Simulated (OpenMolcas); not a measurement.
Exact exchange and the vertical ionisation energy of CH4ClGa

CH4ClGa: 7 atoms, total charge 0, spin state singlet. SMILES: `[CH3][GaH][Cl]`. The coordinates come from a PBE0-D4/def2-TZVP relaxation.

The vertical ionisation energy (to the doublet cation) y, in eV, basis def2-SVP; a is the functional's share of exact exchange. Programs: OpenMolcas 26.06.

| functional | program | a | y (eV) |
| --- | --- | --- | --- |
| r2SCAN | OpenMolcas | 0 | 10.07 |
| revPBE | OpenMolcas | 0 | 9.81 |
| B3LYP | OpenMolcas | 0.2 | 10.14 |
| PBE0 | OpenMolcas | 0.25 | ? |
| BHLYP | OpenMolcas | 0.5 | 10.41 |

Task: Fit y = c + s·a to the known rows and predict PBE0.

Result: 
1. Means of the 4 rows: a = 0.1750, y = 10.107.
2. Σ(Δa)² = 0.1675, Σ(Δa·Δy) = 0.15775, so the slope is 0.15775/0.1675 = 0.94179.
3. Intercept: 10.107 − (0.94179) × 0.1750 = 9.942. The largest residual of the fit is 0.13.
4. PBE0: 9.942 + (0.94179) × 0.25 = 10.18 eV.

The run gave 10.23 eV, so the prediction is off by -0.05 eV, within the largest residual. The rows mix families of semi-local functionals, which the line can't see.
